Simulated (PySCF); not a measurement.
**Dipole response of N³⁺ (nitrogen, charge +3)**

[He] 2s2, closed-shell 1S. All numbers are calculated (PySCF 2.14, no relativity, point nucleus, in dyall-av2z (11s7p2d, 42 functions)). Coupled (time-dependent) response in atomic units; α is the mean over directions. A double-zeta set is small for polarisabilities.

| method | mean α (bohr³) | C₆ (like pair) | S(−4) |
| --- | --- | --- | --- |
| UHF | 2.237 | 2.256 | 7.112 |
| PBE | 2.097 | 2.071 | 6.161 |
| PBE0 | 2.127 | 2.111 | 6.345 |
| revPBE | 2.104 | 2.092 | 6.118 |
| CAM-B3LYP | 2.147 | 2.123 | 6.592 |

S(−4) is the Cauchy moment in α(ω) = α(0) + S(−4) ω² + …

α(iu) at PBE:

```csv
u (hartree),α(iu) (bohr³)
0,2.097
0.0500,2.082
0.100,2.038
0.200,1.879
0.300,1.666
0.500,1.238
0.750,0.8486
1.00,0.6086
1.50,0.3606
2.00,0.2428
3.00,0.1351
5.00,0.06197
```

A single London oscillator, α(iu) = α/(1 + u²/ω²), gives C₆ = (3/4) ω α². Matching the computed C₆ needs ω = 4 × 2.071 / (3 × 2.097²) = 0.628 hartree.

For an ion, C₆ is the dispersion term alone; charge-induced terms of lower order in 1/R come first.
